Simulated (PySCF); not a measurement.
Electron correlation in Xe²⁺ (xenon, charge +2)

[Kr] 4d10 5s1 5p5, high-spin 3P determinant (an excited configuration). All numbers are calculated (PySCF 2.14, a scalar-relativistic core potential, in aug-cc-pwCVDZ-PP with ECP28MDF). Frozen: 4s2 4p6 4d10; 6 electrons correlated.

```tsv
level	correlation energy (mhartree)
CCSD	-168.85
(T)	-8.24
CCSD(T)	-177.09
```

Diagnostics: T1 = 0.013, D1 = 0.0294, largest double amplitude 0.227.

A double-excitation amplitude exceeds 0.15, a sign of near-degeneracy.

Cost of the coupled-cluster step: of the order of 1.1 core-seconds, for 6 correlated electrons.
